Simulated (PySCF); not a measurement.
**SnN⁻: frontier orbitals**

B97-3 at R = 1.904 Å; Sn def2-SVPD with ECP28, N def2-SVPD; scalar-relativistic core potentials (PySCF 2.14). State: ¹Σ⁺ (singlet), closed shell. Only the outer orbitals are listed, counted within each symmetry, core potentials removing the inner ones.

```csv
spin,orbital,occ.,ε (eV),on Sn (%),main shells (%)
α,5σ,1,-12.75,19,"79 N s, 12 Sn s"
α,6σ,1,-5.02,79,"76 Sn s, 11 N s, 10 N p"
α,7σ,1,-0.59,43,"49 N p, 35 Sn p"
α,3π,1,-0.30,52,"49 Sn p, 48 N p"
α,3π,1,-0.30,52,"49 Sn p, 48 N p"
α,4π,0,3.98,67,"46 Sn p, 33 N p, 21 Sn d"
α,4π,0,3.98,67,"46 Sn p, 33 N p, 21 Sn d"
α,8σ,0,4.81,110,108 Sn s
β,5σ,1,-13.30,16,"82 N s, 9 Sn s"
β,6σ,1,-4.89,79,"76 Sn s, 12 N p, 9 N s"
β,3π,1,-0.79,33,"66 N p, 30 Sn p"
β,3π,1,-0.79,33,"66 N p, 30 Sn p"
β,7σ,1,-0.74,44,"49 N p, 34 Sn p, 9 Sn s"
β,4π,0,3.84,80,"65 Sn p, 20 N p, 15 Sn d"
β,4π,0,3.84,80,"65 Sn p, 20 N p, 15 Sn d"
β,8σ,0,4.71,109,107 Sn s
```

Problem. Which are the highest filled and the lowest empty level, where do they sit, and how wide is the gap?

Solution. Highest filled α 3π at -0.30 eV (in %: 49 Sn p, 48 N p); lowest empty β 4π at 3.84 eV (in %: 65 Sn p, 20 N p, 15 Sn d); the gap at B97-3 is 4.14 eV. An empty level above zero is unbound, and its energy depends on the basis.

```
bond order (Mayer)                                                                                                : 2.77
⟨S²⟩                                                                                                              : 0.074
charge on Sn (Mulliken, basis-dependent)                                                                          : -0.45
charge on Sn (Löwdin, basis-dependent)                                                                            : -0.35
dipole moment (positive dipole points towards N; it is taken about the centre of mass and depends on that origin) : -4.70 D
```

Shares are Mulliken populations and can fall outside 0 to 100 %.

Spin–orbit coupling is left out.
